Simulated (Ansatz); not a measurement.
CH8BCl2NSi, SMILES `C[B-](Cl)(Cl)[NH2+][SiH3]` at its PBE0-D4/def2-TZVP geometry, where that method's forces vanish. Total charge 0; spin multiplicity 1.

```xyz
14

C    -1.4072    0.9349   -1.2959
B    -0.7067   -0.2281   -0.4775
Cl    0.2646   -1.3985   -1.5581
Cl   -1.8668   -1.1365    0.6488
N     0.4183    0.3803    0.5241
Si    1.5815   -0.8562    1.2047
H    -0.6961    1.4842   -1.9226
H    -1.9123    1.6510   -0.6388
H    -2.1671    0.5207   -1.9617
H     0.9386    1.0853    0.0039
H    -0.0739    0.8680    1.2703
H     2.7594   -0.8665    0.3167
H     1.9599   -0.2872    2.5240
H     0.9077   -2.1513    1.3621
```

Problem. What forces (eV/Å) does B3LYP-D4/def2-TZVPP give on these atoms in the Gaussian-basis code of Ansatz? (Best estimate.)

Solution. The calculation gave: 
```
C1  -0.057  0.055 -0.059
B2  -0.061  0.150 -0.074
Cl3  0.090 -0.162 -0.220
Cl4 -0.192 -0.120  0.147
N5   0.035  0.105  0.042
Si6  0.194 -0.129  0.156
H7  -0.038 -0.012  0.029
H8   0.023 -0.021 -0.038
H9   0.032  0.037  0.025
H10 -0.012  0.013  0.026
H11  0.023  0.017 -0.018
H12 -0.087 -0.003  0.073
H13 -0.025 -0.042 -0.084
H14  0.075  0.111 -0.005
```

B3LYP here is the variant with VWN-RPA as its local correlation; programs differ in this.
